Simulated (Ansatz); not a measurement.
Compare A (`C=CS[SiH2]N`) with its isomer B (`[SiH3]C1NCS1`).

Calculated with Ansatz (gas phase, PBE0-D4/def2-TZVP geometries, no zero-point term in ΔE). CBS: MP2 limit from def2 TZ/QZ plus the TZ coupled-cluster correction, frozen cores. DFT in def2-TZVPP. B3LYP here is the variant with VWN-RPA as its local correlation; programs differ in this. One conformer a species, not always the lowest.

Q: Which isomer does CCSD(T)/CBS put lower? Give the gap. (Best estimate.)

A: The calculation gave: A, by 54.4 kcal/mol.

Q: Give E(B) − E(A) in kcal/mol with ωB97M-V, CCSD/def2-TZVPP, B3LYP, MP2/def2-TZVPP, CCSD(T)/def2-TZVPP, PBE0-D4, r2SCAN-D4. (Best estimate.)

A: The calculation gave: ωB97M-V 52.9, CCSD/def2-TZVPP 53.4, B3LYP 57.1, MP2/def2-TZVPP 54.0, CCSD(T)/def2-TZVPP 53.0, PBE0-D4 51.4, r2SCAN-D4 55.8. None reverses the order clearly.

Largest T1 diagnostic: 0.012.

In def2-TZVPP, CCSD(T) changes the Hartree–Fock value by −5.5 kcal/mol (the triples alone add −0.4 kcal/mol) and MP2 by −4.4 kcal/mol. The D4 term adds −1.1 kcal/mol with B3LYP and −0.5 kcal/mol with PBE0; it sums over pairs of atoms, weighted by their polarisabilities, and B3LYP, whose exchange is more repulsive, gets the larger term.
